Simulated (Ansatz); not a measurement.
Problem. Name a neutral molecule of F, Ge, N and H with zero-point energy (PBE0-D4/def2-TZVP) between 200 and 216 kJ/mol and HOMO–LUMO gap (B3LYP/def2-TZVPP) between 6.80 and 7.10 eV (Ansatz, PBE0-D4/def2-TZVP geometry).

Solution. `[NH2][Ge]([NH2])([NH2])[F]` (211.6 kJ/mol, 6.92 eV). Other molecules can fit too; these were computed, each in one conformer that needn't be the lowest.

B3LYP here is the variant with VWN-RPA as its local correlation; programs differ in this.
